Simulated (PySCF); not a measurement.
SMILES [SiH2](B(O)O)[Si](O)(C)O at its GFN2-xTB optimised geometry (Å):

```
17

Si    -0.1695    -1.0063     0.0000
C      1.7423    -1.0063     0.0000
O     -0.7094    -1.7031     1.3938
O     -0.6706    -2.0787    -1.1423
Si    -1.2575     1.0336     0.0000
B     -2.1815     1.2948     1.7314
O     -2.8010     2.4688     1.9897
O     -2.2225     0.3427     2.7013
H      2.1476    -2.0160    -0.0104
H      2.1351    -0.4894    -0.8703
H      2.1376    -0.5036     0.8769
H     -0.6160    -2.6480     1.5034
H     -0.5127    -1.9096    -2.0649
H     -0.2662     2.0787    -0.3305
H     -2.1476     1.0918    -1.1812
H     -3.2222     2.5168     2.8515
H     -1.7723    -0.4828     2.4972
```

Calculation: B3LYP/def2-SVP run with PySCF 2.14.0.

Map of the HOMO−1 amplitude (bohr^(-3/2)) on the plane z = 1.0 Å; orbital energy -8.05 eV, overall sign arbitrary:

```
|:::::::::::::::::::::::::::::|
|:::::::::::::::::::::::::::::|
|:::::::::::::::::::::::::::::|
|:::::::::::::::::::::::::::::|
|:::::::::::::::::::::::::::::|
|:::::::::::::::::::::::::::::|
|::::::::----:::::::::::::::::|
|:::::::-===--::::::::::::::::|
|:::::-=+**+=--:::::::::::::::|
|::::-=+#%%#+=-:::::::::::::::|
|:::--=*%@@%*+--::::::::::::::|
|:::--=*%@@%#+=--:::::::::::::|
|:::--=+*#%#*+=--:::::::::::::|
|::::--=++**+==--:::::::::::::|
|::::---======--::::::::::::::|
|:::::----------::::::--::::::|
|:::::::--------::::::---:::::|
|:::::::::::::-:::..::---:::::|
|::::::::::..:::::..::::::::::|
|:::::::::.  .::::::::::::::::|
|:::::::::.. .--::::::::::::::|
|::::::::::..:--::::::::::::::|
|:::::::::::::::::::::::::::::|
|:::::::::::::::::::::::::::::|
|:::::::::::::::::::::::::::::|
|:::::::::::::::::::::::::::::|
|:::::::::::::::::::::::::::::|
|:::::::::::::::::::::::::::::|
|:::::::::::::::::::::::::::::|
```
Scale: ten equal steps from -0.061 (start of ' ') to 0.172 (end of '@'), in the order ' .:-=+*#%@'; x runs from -4.50 to 4.50, y from -4.50 (bottom) to 4.50 (top).
